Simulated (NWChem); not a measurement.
A series in which one site is exchanged, each optimised at PBE0/def2-SVP with NWChem, gas phase unless a solvent is named. This build's default masses of Se (78.918 u) and Br (79.917 u) are each other's, which moves their modes by up to 0.6 %. For some, no frequency run checked for a minimum. def2 effective core potentials on Zr, Hf; no spin-orbit coupling.

A: [Br][TiH3] (TiH$_{3}$Br; site = Ti)
B: [SiH3]Br (SiH$_{3}$Br; site = Si)
C: [Br][ZrH3] (ZrH$_{3}$Br; site = Zr)
D: [Br][HfH3] (HfH₃Br; site = Hf)

Values for A:

| Item | Result |
|---|---|
| dipole (D), PBE0/def2-SVP | 0.52 |
| orbital gap (eV), PBE0/def2-SVP | 5.97 |
| static polarisability, PBE/def2-SVPD (bohr³) | 67.5 |
| lowest singlet excitation, PBE/def2-SVPD, TDA (eV) | 3.12 |

**Question.** How do these values change for the other members?

**Answer.** 
| change from A | B | C | D |
|---|---|---|---|
| dipole (D), PBE0/def2-SVP | +0.86 | +0.11 | -0.02 |
| orbital gap (eV), PBE0/def2-SVP | +2.29 | +0.09 | +0.35 |
| static polarisability, PBE/def2-SVPD (bohr³) | -15.3 | +7.0 | +4.3 |
| lowest singlet excitation, PBE/def2-SVPD, TDA (eV) | +2.87 | +0.59 | +0.91 |
